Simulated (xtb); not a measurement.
O₂, charge -1, doublet, from a rough starting geometry (a state made from the parent by changing its charge; the spin is typed, not shown lowest); GFN2-xTB (xtb).

Input for xtb:
```
$ xtb mol.xyz --gfn 2 --chrg -1 --uhf 1 --opt vtight --json

# file mol.xyz
2

O      0.06667299    -0.03589226    -0.71454339
O     -0.02126041     0.04314394     0.71858743
```

It wrote (shortened):

```
   ID    Z sym.   atoms
    1    8 O      1, 2

           -------------------------------------------------
          |                Calculation Setup                |
           -------------------------------------------------

           -------------------------------------------------
          |                 G F N 2 - x T B                 |
           -------------------------------------------------

          ...................................................
          :                      SETUP                      :
          :.................................................:
          :  # basis functions                   8          :
          :  # atomic orbitals                   8          :
          :  # shells                            4          :
          :  # electrons                        13          :
          :  max. iterations                   250          :
          :  Hamiltonian                  GFN2-xTB          :
          :  restarted?                      false          :
          :  GBSA solvation                  false          :
          :  PC potential                    false          :
          :  electronic temp.          300.0000000     K    :
          :  accuracy                    1.0000000          :
          :  -> integral cutoff          0.2500000E+02      :
          :  -> integral neglect         0.1000000E-07      :
          :  -> SCF convergence          0.1000000E-05 Eh   :
          :  -> wf. convergence          0.1000000E-03 e    :
          :  Broyden damping             0.4000000          :
          :  net charge                         -1          :
          :  unpaired electrons                  1          :
          ...................................................

 iter      E             dE          RMSdq      gap      omega  full diag
   1     -8.1612213 -0.816122E+01  0.489E+00    7.39       0.0  T
   2     -8.1612222 -0.945236E-06  0.293E+00    7.38       1.0  T
   3     -8.1612224 -0.113668E-06  0.672E-03    7.38      10.5  T
   4     -8.1612224 -0.818883E-10  0.377E-03    7.38      18.8  T
   5     -8.1612224 -0.398153E-10  0.545E-06    7.38   12979.8  T
   6     -8.1612224  0.177636E-14  0.920E-09    7.38  100000.0  T

   *** convergence criteria satisfied after 6 iterations ***

         :::::::::::::::::::::::::::::::::::::::::::::::::::::
         ::                     SUMMARY                     ::
[...]
         :: total energy              -8.160468885117 Eh    ::
 * total energy  :    -8.1604689 Eh     change       -0.1776357E-14 Eh
 * total energy  :    -8.1672664 Eh     change       -0.6797515E-02 Eh
 * total energy  :    -8.1676562 Eh     change       -0.3897511E-03 Eh
 * total energy  :    -8.1677067 Eh     change       -0.5054182E-04 Eh
 * total energy  :    -8.1677069 Eh     change       -0.1715444E-06 Eh
 * total energy  :    -8.1677069 Eh     change       -0.4843090E-07 Eh
   *** GEOMETRY OPTIMIZATION CONVERGED AFTER 6 ITERATIONS ***
         :: total energy              -8.167706913089 Eh    ::
[...]
         2        2.0000           -0.3578174              -9.7367
         3        2.0000           -0.2456431              -6.6843
         4        2.0000           -0.2213041              -6.0220
         5        2.0000           -0.2213041              -6.0220
         6        1.5000           -0.0803548              -2.1866
         7        1.5000           -0.0803548              -2.1866 (HOMO)
         8                          0.2822261               7.6798 (LUMO)
      -------------------------------------------------------------
                  HL-Gap            0.3625809 Eh            9.8663 eV
             Fermi-level            0.0102904 Eh            0.2800 eV

     #   Z          covCN         q      C6AA      α(0)
     1   8 O        0.965    -0.500    23.725     6.533
     2   8 O        0.965    -0.500    23.725     6.533

 Mol. C6AA /au·bohr⁶  :         94.900407
 Mol. C8AA /au·bohr⁸  :       1915.141896
 Mol. α(0) /au        :         13.066468

Wiberg/Mayer (AO) data.
largest (>0.10) Wiberg bond orders for each atom

 ---------------------------------------------------------------------------
     #   Z sym  total        # sym  WBO       # sym  WBO       # sym  WBO
 ---------------------------------------------------------------------------
     1   8 O    1.250 --     2 O    1.250
     2   8 O    1.250 --     1 O    1.250
 ---------------------------------------------------------------------------

Topologies differ in total number of bonds
Writing topology from bond orders to xtbtopo.mol

molecular dipole:
                 x           y           z       tot (Debye)
 q only:       -0.043      -0.007      -0.004
   full:       -0.043      -0.007      -0.004       0.111
molecular quadrupole (traceless):
                xx          xy          yy          xz          yz          zz
 q only:        0.792       0.008       0.797       0.147      -0.132      -1.589
  q+dip:        1.409       0.014       1.415       0.261      -0.235      -2.824
   full:        1.153       0.011       1.158       0.213      -0.192      -2.311

optimized geometry written to: xtbopt.xyz

           -------------------------------------------------
          | TOTAL ENERGY               -8.167706913089 Eh   |
          | GRADIENT NORM               0.000000311177 Eh/α |
          | HOMO-LUMO GAP               9.866328207685 eV   |
           -------------------------------------------------

normal termination of xtb
```
